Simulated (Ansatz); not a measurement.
Ansatz results at the PBE0-D4/def2-TZVP geometry: zero-point energy (PBE0-D4/def2-TZVP) 53.2 kJ/mol; size of the dipole moment (PBE/def2-TZVPP) 0.94 D; ideal-gas entropy at 298 K and 1 bar (rigid rotor, harmonic PBE0-D4/def2-TZVP) 295 J/(mol·K).

Each molecule was computed in one conformer, which needn't be the lowest.

Q: Which molecule gave them?
A. `[SH][Al][Br]`•
B. `F[SiH]S`•
C. `[CH2]BC`•
D. `[O][Si](O)(Cl)Cl`•

A: B. The others give `[O][Si](O)(Cl)Cl`•: 54.6, 1.90, 346; `[SH][Al][Br]`•: 27.6, 1.92, 317; `[CH2]BC`•: 188.9, 0.81, 295.
